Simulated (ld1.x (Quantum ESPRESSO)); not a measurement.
# Pseudopotential generation for Ca (Z = 20): ultrasoft, PBE, scalar-relativistic.

```json
{
  "Element": "calcium (Ca)",
  "Generator": "ld1.x (Quantum ESPRESSO) 7.5",
  "Type": "ultrasoft",
  "Functional": "PBE",
  "Relativity": "scalar-relativistic",
  "Frozen core": "[Ne] 3s2",
  "Valence charge": "8",
  "Reference configuration": "3p6 3d0 4s2 4p0",
  "Partial waves": "4s (bound): rcut 2.60, rcutus 3.35 bohr; 4s channel at 1.05 Ry: rcut 2.60, rcutus 3.35 bohr; 3p (bound): rcut 1.80, rcutus 2.40 bohr; 4p (bound, empty): rcut 1.80, rcutus 2.40 bohr; 3d (bound, empty): rcut 2.15, rcutus 2.60 bohr; 3d channel at 0.55 Ry: rcut 2.15, rcutus 2.60 bohr",
  "Local potential": "all-electron potential smoothed inside 2.85 bohr (lloc = -2)",
  "Core correction": "a·sin(br)/r model core inside 2.10 bohr",
  "Augmentation charge": "PSQ, inside the norm-conserving radii"
}
```

All-electron outer shells of the reference configuration (PBE, scalar-relativistic, ld1.x):

```
shell  level (eV)  outermost node (bohr)  outermost maximum (bohr)
   2p     -334.74                      –                      0.25
   3s      -47.09                   0.45                      0.99
   3p      -28.01                   0.42                      1.04
   4s       -3.77                   1.43                      3.42
   3d       -1.95                      –                      1.27
   4p       -1.40                   1.63                      4.39
```

Q: Is a potential produced?

A: No. ld1.x (Quantum ESPRESSO) 7.5 stopped with "run_pseudo: Errors in PS-KS equation": the pseudo-atom solver did not find the valence states with the expected number of nodes, which is the usual sign of a ghost state. Before that it printed "Warning: n=1, l=0 expected 0 nodes, found 1".
